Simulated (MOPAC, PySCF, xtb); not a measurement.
Precursor series Zr NH2-Br. Gas-phase values, no solvent. One relaxed conformer stands for each flexible species; it need not be the lowest.

Quantity: redistribution energy (mixed species minus the weighted end members), in eV. Semi-empirical values (MOPAC) are differences of heats of formation.

Level 1: frozen-core MP2/6-31G* (LANL2DZ on Zr) // r2SCAN-D4/def2-SVP (PySCF)
Level 2: HF/6-31G* (LANL2DZ on Zr) // r2SCAN-D4/def2-SVP (PySCF)
Level 3: GFN2-xTB (xtb)
Level 4: PM6 // r2SCAN-D4/def2-SVP (MOPAC)

```
species                                     level 2  level 3  level 4
------------------------------------------  -------  -------  -------
2 of 4 NH2 replaced by Br: [Zr(NH2)2(Br)2]    -0.45    -0.78   -0.098
```

Problem. What does level 1 give for each?

Solution. 
- 2 of 4 NH2 replaced by Br: [Zr(NH2)2(Br)2]: -0.381
